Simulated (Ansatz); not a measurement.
Relaxation of the cluster Cu2S2 with RKS r2SCAN-D4/def2-SVP.

```sh
$ ansatz run in.yaml --threads 4 --pin off --events-out ev --progress --plain --max-ram 4787MiB
```

```yaml
crystal:
  periodic: [false, false, false]
  atoms:
    - {symbol: Cu, position_ang: [-1.413090, 1.041640, 0.469120]}
    - {symbol: Cu, position_ang: [0.341020, -0.376670, -0.104610]}
    - {symbol: S, position_ang: [0.653330, -2.393450, -0.079860]}
    - {symbol: S, position_ang: [0.418740, 1.728490, -0.284650]}
basis:
  gaussian: {orbitals: def2-SVP}
hamiltonian: {xc: r2scan, dispersion: d4}
scf: {lower_state_search: "off"}
output: {orbitals: {seedname: orbitals}}
relax: {f_tol: 0.02, max_steps: 100}
```

Hardware: 4 threads of Arm Neoverse V1 on a shared host. Wall time 42 s.

Positions (Å) and forces (eV/Å) at steps 1, 2, 3, 4, 7, 8, 9, 10, 11, 12, 13, 14, 15, 16, 17 of 17:

```xyz
4
step=1 energy=-110931.1754 eV
Cu   -1.413    1.042    0.469   -0.561    0.264    0.197
Cu    0.341   -0.377   -0.105    0.788   -0.233   -0.287
S     0.653   -2.393   -0.080   -0.176   -0.345    0.093
S     0.419    1.728   -0.285   -0.050    0.314   -0.003
4
step=2 energy=-110931.2461 eV
Cu   -1.422    1.024    0.474   -0.292    0.107    0.105
Cu    0.414   -0.365   -0.134    0.478   -0.232   -0.167
S     0.610   -2.417   -0.061   -0.147    0.052    0.053
S     0.398    1.758   -0.279   -0.039    0.073    0.010
4
step=3 energy=-110931.2856 eV
Cu   -1.423    0.960    0.479    0.003   -0.031    0.001
Cu    0.532   -0.348   -0.180    0.020    0.218   -0.023
S     0.520   -2.393   -0.029   -0.028   -0.126    0.020
S     0.372    1.781   -0.270    0.005   -0.061    0.002
4
step=4 energy=-110931.2873 eV
Cu   -1.416    0.922    0.479    0.037   -0.030   -0.012
Cu    0.565   -0.325   -0.194   -0.029   -0.241    0.028
S     0.483   -2.384   -0.015    0.001    0.154   -0.011
S     0.367    1.786   -0.269   -0.009    0.117   -0.005
4
step=7 energy=-110931.2936 eV
Cu   -1.356    0.767    0.467    0.052   -0.001   -0.020
Cu    0.644   -0.285   -0.228    0.016   -0.021   -0.005
S     0.360   -2.312    0.027   -0.021    0.058    0.004
S     0.352    1.831   -0.266   -0.047   -0.036    0.021
4
step=8 energy=-110931.3313 eV
Cu   -1.295    0.609    0.455    0.166   -0.114   -0.056
Cu    0.739   -0.243   -0.268    0.059   -0.088   -0.017
S     0.227   -2.228    0.072   -0.110    0.287    0.023
S     0.329    1.862   -0.260   -0.114   -0.085    0.051
4
step=9 energy=-110931.4946 eV
Cu   -1.221    0.442    0.438    0.256   -0.485   -0.091
Cu    0.844   -0.206   -0.312    0.195   -0.037   -0.132
S     0.083   -2.105    0.120   -0.348    0.477    0.141
S     0.293    1.869   -0.246   -0.103    0.045    0.082
4
step=10 energy=-110931.9025 eV
Cu   -1.150    0.285    0.410   -0.306   -0.574   -0.243
Cu    0.931   -0.181   -0.373    0.982   -0.147   -1.034
S    -0.045   -1.970    0.177   -0.474    1.367    0.600
S     0.263    1.866   -0.214   -0.202   -0.646    0.677
4
step=11 energy=-110932.5374 eV
Cu   -1.171    0.187    0.348    0.191   -0.270   -0.084
Cu    1.011   -0.180   -0.526    0.447    0.073   -0.389
S    -0.102   -1.818    0.285   -0.325    1.266    0.157
S     0.262    1.811   -0.107   -0.313   -1.070    0.316
4
step=12 energy=-110932.7296 eV
Cu   -1.195    0.136    0.347   -0.620    0.856    0.008
Cu    1.118   -0.178   -0.619   -0.014   -0.076   -0.017
S    -0.153   -1.633    0.322    0.584   -0.878   -0.011
S     0.230    1.675   -0.050    0.051    0.097    0.020
4
step=13 energy=-110932.7570 eV
Cu   -1.255    0.164    0.280    0.045    0.029    0.003
Cu    1.089   -0.192   -0.683   -0.062    0.016    0.067
S    -0.092   -1.612    0.380   -0.008   -0.305   -0.004
S     0.258    1.640    0.022    0.026    0.260   -0.066
4
step=14 energy=-110932.7557 eV rejected
Cu   -1.187    0.170    0.387   -0.210    0.025    0.005
Cu    1.115   -0.181   -0.558    0.153   -0.034   -0.144
S    -0.145   -1.691    0.273    0.039    0.089    0.060
S     0.218    1.702   -0.101    0.018   -0.081    0.079
4
step=15 energy=-110932.7722 eV
Cu   -1.228    0.168    0.335   -0.003    0.007   -0.026
Cu    1.107   -0.187   -0.623   -0.027    0.003   -0.012
S    -0.118   -1.653    0.328    0.009   -0.088    0.028
S     0.238    1.672   -0.039    0.021    0.078    0.010
4
step=16 energy=-110932.7736 eV
Cu   -1.227    0.168    0.321    0.038   -0.022   -0.016
Cu    1.096   -0.187   -0.631   -0.019    0.007   -0.001
S    -0.112   -1.657    0.338   -0.019   -0.003    0.012
S     0.244    1.677   -0.029   -0.001    0.018    0.005
4
step=17 energy=-110932.7738 eV
Cu   -1.225    0.165    0.308    0.010   -0.003    0.003
Cu    1.086   -0.187   -0.640   -0.003    0.003    0.007
S    -0.108   -1.656    0.350   -0.006   -0.013   -0.003
S     0.248    1.678   -0.018   -0.001    0.012   -0.007
```

The structure comes from a short search, and lower isomers may exist.
